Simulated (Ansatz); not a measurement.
System: NO (charge +1, singlet). SMILES: N#[O+]
Geometry: optimised at B3LYP-D3(BJ)/def2-TZVP (Ansatz, a program for electronic structure).

Quantity: vertical electron affinity (to the doublet state of charge +0; a negative value means that the extra electron is unbound and the number depends on the basis; each state is the SCF solution reached for its spin), in eV. Correlated levels leave the core frozen unless marked. UHF or UKS for open shells. No spin-orbit coupling. Non-relativistic. Basis-set limits of correlation are two-point, X^-3; Hartree-Fock from the larger set.

```csv
level,program,vertical electron affinity (eV)
r2SCAN/def2-TZVPD,Ansatz,9.00
```

Problem. Estimate the value at CCSD(T)/CBS(aug-cc-pVTZ,aug-cc-pVQZ) as computed with Ansatz.

Solution. 8.65 eV, so r2SCAN/def2-TZVPD differs from it by 0.35 eV.
